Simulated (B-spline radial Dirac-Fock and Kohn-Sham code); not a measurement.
## Binding energies of Pt⁶²⁺ at several levels of theory

System: platinum as Pt⁶²⁺ in the configuration [Ne] 3s2 3p4.

The density-functional columns are spherical, spin-unpolarised Dirac-Kohn-Sham results without Breit or QED terms: −ε is minus the orbital energy of the initial state and ΔSCF the difference of two total energies. The reference in the last column comes from ΔSCF Dirac-Fock with Breit, self-energy and vacuum polarisation, finite nucleus, configuration average. All numbers are from a radial atomic solver, in eV; a selection of levels is shown. The Kohn-Sham columns are given as differences from the reference. For the 1s level of heavy atoms much of the gap between ΔSCF and the reference is the Breit and QED part, -416.8 eV here; for other levels the error of the functional can be larger.

| level | LDA −ε − DF | LDA ΔSCF − DF | Dirac-Fock |
| --- | --- | --- | --- |
| K | -248.3 | +407.6 | 83474.4 |
| L1 | -192.7 | -32.1 | 18754.9 |
| L2 | -135.7 | +60.5 | 18192.0 |
| M1 | -68.5 | -1.8 | 7450.2 |
| M2,3 | -54.3 | +13.6 | 6937.6 |

Values without a named source are computed, but for edge energies of neutral atoms, which are taken from tables.
